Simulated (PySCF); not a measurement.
## O²⁺ (oxygen, charge +2) across methods

[He] 2s2 2p1 3s1, high-spin 3P determinant (an excited configuration). Computed with PySCF 2.14 in aug-cc-pVTZ with one added diffuse shell each of s, p, d, f type (6s5p4d3f, 62 functions), with no relativity, point nucleus.

| method | E (hartree) | mean ε 2s β (eV) | mean ε 2p α (eV) | mean ε 3s α (eV) | Σ⟨r²⟩ (bohr²) | ⟨S²⟩ |
| --- | --- | --- | --- | --- | --- | --- |
| PBE0 | -71.9764 | -69.595 | -59.242 | -19.398 | 13.61 | 2.001 |
| PBE | -71.9667 | -67.259 | -56.244 | -18.661 | 13.54 | 2.001 |
| BLYP | -72.0466 | -67.221 | -56.338 | -18.518 | 13.45 | 2.001 |
| CAM-B3LYP | -72.0214 | -71.161 | -60.796 | -20.469 | 13.51 | 2.001 |
| UHF | -71.87290 | -75.193 | -67.727 | -21.189 | 13.89 | 2.003 |
| BP86 | -72.0350 | -67.465 | -56.307 | -18.782 | 13.53 | 2.001 |
| PW91 | -72.0099 | -67.327 | -56.401 | -18.704 | 13.52 | 2.001 |
| r2SCAN | -71.9951 | -67.824 | -57.559 | -18.699 | 13.74 | 2.002 |
| LDA | -71.4685 | -67.008 | -55.901 | -18.688 | 13.52 | 2.000 |

The outer electron is Rydberg-like, and this basis confines it to a smaller radius and binds it less than a complete one would.
